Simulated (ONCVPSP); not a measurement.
Cutoff test, lanthanum, ONCV

lanthanum, optimised norm-conserving Vanderbilt (ONCV), made with ONCVPSP 4.0.1 (LDA (Perdew-Zunger), scalar-relativistic). Core [Kr] 4d10, reference 5s2 5p6 5d1 6s1.5 6p0.5. Waves: 5s+6s: rc 2.75 bohr, ncon 5, nbas 9, qcut 5.1 1/bohr, 2 projectors; 5p+6p: rc 3.45 bohr, ncon 5, nbas 8, qcut 4.2 1/bohr, 2 projectors; 5d: rc 3.25 bohr, ncon 4, nbas 9, qcut 4.9 1/bohr, 3 projectors, debl 0.7 Ha; f scattering state at 0.29 Ha: rc 3.30 bohr, ncon 5, nbas 10, qcut 3.6 1/bohr, 2 projectors, debl 3 Ha. Local part: polynomial inside 2.65 bohr (lpopt 5, dvloc0 -1 Ha). Core correction: Teter function, fcfact 3.5, rcfact 1.35.

In the f channel the program set the typed energies aside and used -0.189, 2.811 Ha.

For each optimised wave give the share of its norm inside rc, the residual kinetic energy above qcut (Ha) and the cutoffs (Ha) for errors of 10, 1, 0.1 and 0.01 mHa per electron.

| wave | norm inside rc | residual KE | 10 mHa | 1 mHa | 0.1 mHa | 0.01 mHa |
| --- | --- | --- | --- | --- | --- | --- |
| 5s | 0.977 | 1.5e-06 | 6.4 | 8.7 | 10.5 | 11.8 |
| 6s | 0.113 | 1.4e-06 | 4.7 | 8.0 | 10.2 | 11.7 |
| 5p | 0.984 | 6.4e-08 | 3.9 | 5.2 | 6.3 | 7.2 |
| 6p | 0.096 | 2.4e-07 | 2.6 | 4.0 | 5.2 | 6.2 |
| 5d | 0.668 | 7.1e-09 | 4.3 | 6.1 | 7.6 | 8.9 |
| d projector 2 | 0.131 | 7.7e-09 | 4.3 | 6.2 | 7.7 | 9.0 |
| d projector 3 | 0.283 | 4.9e-08 | 5.5 | 7.2 | 8.3 | 9.1 |
| f projector 1 | 0.986 | 7.0e-02 | 24.9 | 37.6 | 42.1 | 49.6 |
| f projector 2 | 0.257 | 2.4e-01 | 42.7 | 48.0 | 54.5 | 66.7 |

The occupied waves need 8.7 Ha and 10 Ha for 1 and 0.1 mHa. The cutoffs count occupied waves only; projector 2 of the f channel, the hardest unoccupied one, needs 48 Ha at the loose tolerance.
